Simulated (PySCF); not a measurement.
A side-by-side comparison of computed properties.

First species: 1,4-dimethoxybenzene, C₈H₁₀O₂.
Bonds: C1–O2, O2–C3, C3–C4 (aromatic), C4–C5 (aromatic), C5–C6 (aromatic), C6–O7, O7–C8, C6–C9 (aromatic), C9–C10 (aromatic), C3–C10 (aromatic). Hydrogens: H11, H12, H13 on C1; H14 on C4; H15 on C5; H16, H17, H18 on C8; H19 on C9; H20 on C10.

Second species: 2,2-dimethylbutane, C6H14.
SMILES: `CCC(C)(C)C`

Levels: PBE0/pcSseg-1 for dipole moment, HOMO energy, LUMO energy and HOMO–LUMO gap; GFN2-xTB for rotational constant A and rotational constant C. Geometries: GFN2-xTB. Each structure is a single optimised conformer of the isolated species, non-relativistic unless stated. Electronic properties by PySCF.

The conformers computed, where there is a choice (atom-mapped SMILES and torsion angles):
- `[CH3:1][O:2][c:3]1[cH:4][cH:5][c:6]([O:7][CH3:8])[cH:9][cH:10]1`: C1–O2–C3–C4 180°, C5–C6–O7–C8 0°
- `[CH3:1][CH2:2][C:3]([CH3:4])([CH3:5])[CH3:6]`: C1–C2–C3–C4 180°

Values for the first species:

```
Dipole moment         : 0.00 D
HOMO energy           : -5.82 eV
LUMO energy           : -0.17 eV
HOMO–LUMO gap         : 5.65 eV
Rotational constant A : 4.584 GHz
Rotational constant C : 0.607 GHz
```

(1) Estimate the same properties for the second species, and the change in each.

Answers

(1) 
| property | first | second | second less first |
| --- | --- | --- | --- |
| dipole moment | 0.00 D | 0.04 D | +0.04 D |
| HOMO energy | -5.82 eV | -8.69 eV | -2.87 eV |
| LUMO energy | -0.17 eV | 1.36 eV | +1.53 eV |
| HOMO–LUMO gap | 5.65 eV | 10.05 eV | +4.40 eV |
| rotational constant A | 4.584 GHz | 4.330 GHz | -0.254 GHz |
| rotational constant C | 0.607 GHz | 2.511 GHz | +1.904 GHz |

On the first: Point group C2h forbids a permanent dipole, so the rigid molecule has no electric-dipole pure rotational spectrum.

